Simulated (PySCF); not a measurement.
# S⁺: excitation energy

S⁺ [Ne] 3s2 3p3 (4S) → S⁺ [Ne] 3s1 3p3 3d1 (6D), as a difference of total energies. Computed with PySCF 2.14 in aug-cc-pV(D+d)Z (5s4p3d, 32 functions), with no relativity, point nucleus. Correlated levels: valence: [Ne] frozen. The calculations carry no spin-orbit coupling.

```
           method  excitation energy (eV)
              UHF                  18.720
    MP2 (valence)                  20.206
SCS-MP2 (valence)                  20.446
   CCSD (valence)                  20.582
CCSD(T) (valence)                  20.617
  CCSDT (valence)                  20.625
```

Question: How much does correlation contribute at CCSD(T) (valence)?

Answer: 20.617 − (18.720) = 1.897 eV, measured against UHF.

The promoted electron is Rydberg-like, and one or two diffuse shells describe it only roughly, which tends to raise the upper state.
